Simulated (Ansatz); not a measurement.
Coupled-cluster diagnostics for the cluster B₈⁺, Ansatz.

Geometry of the doublet (PBE-D4/def2-SVP):

Cartesian coordinates in Å:
```
B -0.393 -0.581 1.086
B -1.123 -0.972 -0.582
B -0.168 1.007 1.272
B 0.720 -0.763 -0.756
B 1.127 0.796 -0.871
B -0.594 0.546 -0.413
B -0.050 -1.880 0.156
B 0.481 1.846 0.109
```

Correlated methods freeze 8 core orbitals. Another isomer (doublet) lies 0.88 eV lower at PBE0-D4/def2-TZVP; other spin states weren't run for this one.

Question: Estimate the CCSD(T) correlation energy, the shares of MP2 and (T), T1 and the reference's ⟨S²⟩ for: charge 1, doublet, own geometry in def2-SVP; and the rough time on 4 threads of Intel Xeon Platinum 8488C on a shared host.

Answer: 
```csv
state,basis,correlation (eV),MP2 share (%),(T) share (%),T1,⟨S²⟩ (pure),wall time,remarks
"charge 1, doublet, own geometry",def2-SVP,-18.972,89.4,7.5,0.036,0.89 (0.75),12 s,spin-contaminated (⟨S²⟩ 0.89)
```
Customary marks for T1 are 0.02 (closed shells), 0.045 (open shells) and about 0.05 (3d metals). T1 exceeds 0.02 in 1 of 1 rows and 0.045 in 0; the higher it lies, the less the single-reference result can be trusted.
